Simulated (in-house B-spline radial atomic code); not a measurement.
Results of a calculation; reference values are marked as such.
**Making a Troullier-Martins s channel for Al, r_c = 1.56 bohr**

Al, [Ne] 3s2 3p1, non-relativistic LDA (VWN5), spherical and spin-unpolarised, from a B-spline radial code for spherical atoms (atomic units). The all-electron 3s level is ε = -0.286883 hartree, its outermost node lies just inside 0.81 bohr and its outer maximum at 2.08 bohr.

Inside r_c the pseudo-orbital is u(r) = r^1 exp(p(r)), with p = c0 + c2 r² + c4 r⁴ + … + c12 r¹². The seven coefficients follow from p and its first four derivatives at r_c, from zero curvature of the screened potential at the origin, c4 = −c2²/(2l + 5), and from the norm inside r_c. At r_c the all-electron orbital has P = 0.589782, P' = 0.3727255, the screened potential V = -1.113156, V' = 1.313498, V'' = -2.548664, and the norm inside is Q = 0.1439575.

(1) What are p, p' and p'' at r_c?

For a trial c2 the five matching conditions are linear in c0, c6, c8, c10 and c12, and c2 is varied until the norm inside r_c equals Q. The root nearest zero gives:

| n | c_n |
| --- | --- |
| 0 | -1.285026 |
| 2 | -0.06673183 |
| 4 | -0.0008906274 |
| 6 | 0.3713917 |
| 8 | -0.2902292 |
| 10 | 0.08218726 |
| 12 | -0.008224079 |

(2) Check c4 and p(r_c), and find the screened pseudopotential at the origin.

Orbitals and screened potentials:

| r (bohr) | P | u | V all-electron | V pseudo |
| --- | --- | --- | --- | --- |
| 0.156 | 0.01413 | 0.04309 | -56.31 | -0.4826 |
| 0.39 | -0.2983 | 0.1069 | -14.28 | -0.3418 |
| 0.624 | -0.1901 | 0.1709 | -6.221 | 0.1747 |
| 0.858 | 0.05883 | 0.2445 | -3.458 | 0.8027 |
| 1.092 | 0.2957 | 0.3463 | -2.191 | 0.6292 |
| 1.326 | 0.474 | 0.4772 | -1.509 | -0.6694 |
| 1.56 | 0.5898 | 0.5898 | -1.113 | -1.113 |

Logarithmic derivatives P'/P at R = 1.86 bohr, for energies E around ε:

| E − ε (hartree) | all-electron | pseudo |
| --- | --- | --- |
| -0.5 | 0.710634 | 0.702887 |
| -0.25 | 0.466043 | 0.463621 |
| -0.1 | 0.303052 | 0.302602 |
| 0 | 0.186212 | 0.186212 |
| 0.1 | 0.0618235 | 0.061263 |
| 0.25 | -0.141244 | -0.145448 |
| 0.5 | -0.535463 | -0.55915 |

(3) With P(R) = 0.6620316 and a norm of 0.2639699 inside R, what slope in energy does norm conservation fix?

Results:

(1) p = ln(P/r_c^1) = ln(0.589782/1.56) = -0.97269. p' = P'/P − 1/r_c = 0.63197 − 0.64103 = -0.00905. The radial equation gives p'' = 2(V − ε) − 2(1) p'/r_c − p'² = -1.65255 − (-0.01161) − 0.00008 = -1.64102. Differentiating, p''' = 2V' + 2(1)p'/r_c² − 2(1)p''/r_c − 2p'p'' = 4.6937, and p'''' = 2V'' − 4(1)p'/r_c³ + 4(1)p''/r_c² − 2(1)p'''/r_c − 2p''² − 2p'p''' = -19.104.

(2) −c2²/5 = -0.000890627, as listed. The terms c_n r_c^n are -1.28503, -0.16240, -0.00527, 5.35278, -10.17977, 7.01537, -1.70837, which sum to -0.97269. Inverting the radial equation, V_l(r) = ε + 1 p'/r + (p'' + p'²)/2, so V_l(0) = ε + (2l + 3) c2 = -0.286883 + 3 × (-0.0667318) = -0.4871 hartree, finite where the all-electron potential diverges.

(3) d(P'/P)/dE = −2 × (norm inside R)/P(R)² = -1.2046 per hartree·bohr at E = ε, for both atoms, since orbital and norm agree at R. Differences over ±0.1 hartree give -1.2061 (all-electron) and -1.2067 (pseudo), which also hold third-order terms. Half a hartree below ε the two curves differ by -0.0077.
